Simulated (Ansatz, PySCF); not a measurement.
B(Cl)(GeH3)(OMe) (CH₆BClGeO), SMILES Cl[B]([GeH3])OC. Atoms are numbered in the order given.

```xyz
11

B     -0.0608     0.6931     0.0000
Cl     1.3053     1.8160     0.0000
Ge     0.3191    -1.3546     0.0000
H     -0.3038    -2.0402     1.2361
H     -0.3038    -2.0402    -1.2361
H      1.8286    -1.6414     0.0000
O     -1.2758     1.2488     0.0000
C     -2.4941     0.5476     0.0000
H     -3.0705     0.8304     0.8930
H     -3.0705     0.8304    -0.8930
H     -2.3498    -0.5450     0.0000
```
Charge 0, spin multiplicity 1.

Coordinates come from a PBE0-D3(BJ)/def2-SVP optimisation. The values are those of a single conformer.

Two levels are set side by side: PBE-D3(BJ)/def2-SVP (Ansatz, a quantum-chemistry and plane-wave program) and PBE0-D3(BJ)/def2-SVP (Ansatz). Each level has its own optimised geometry; the coordinates shown are those of the second. Frequencies come from the Hessian of PySCF at each geometry. Differences are taken from unrounded values.

| quantity | PBE0-D3(BJ) |
|---|---|
| mean bond length (Å) | 1.452 |
| bond B1–Cl2 (Å) | 1.768 |
| bond B1–Ge3 (Å) | 2.083 |
| bond B1–O7 (Å) | 1.336 |
| bond O7–C8 (Å) | 1.406 |
| bond Ge3–H4 (Å) | 1.545 |
| bond Ge3–H5 (Å) | 1.545 |
| bond Ge3–H6 (Å) | 1.537 |
| bond C8–H9 (Å) | 1.100 |
| bond C8–H10 (Å) | 1.100 |
| bond C8–H11 (Å) | 1.102 |
| highest harmonic wavenumber (cm⁻¹) | 3167 |
| mean harmonic wavenumber (cm⁻¹) | 1164 |
| zero-point energy (kcal/mol) | 44.92 |

Task: What does PBE-D3(BJ) give, and how far is it from PBE0-D3(BJ)? (An estimate is asked for; the answer gives what the named calculation found.)

Result: 
```csv
quantity,PBE-D3(BJ),PBE-D3(BJ) minus PBE0-D3(BJ)
mean bond length (Å),1.463,0.010
bond B1–Cl2 (Å),1.777,0.009
bond B1–Ge3 (Å),2.090,0.007
bond B1–O7 (Å),1.348,0.012
bond O7–C8 (Å),1.420,0.015
bond Ge3–H4 (Å),1.557,0.012
bond Ge3–H5 (Å),1.557,0.012
bond Ge3–H6 (Å),1.548,0.012
bond C8–H9 (Å),1.109,0.009
bond C8–H10 (Å),1.109,0.009
bond C8–H11 (Å),1.111,0.009
highest harmonic wavenumber (cm⁻¹),3068,-98
mean harmonic wavenumber (cm⁻¹),1122,-42
zero-point energy (kcal/mol),43.31,-1.61
```

Exact exchange shortens and stiffens bonds; PBE has none. Differences between two approximate levels are no errors against the true value.
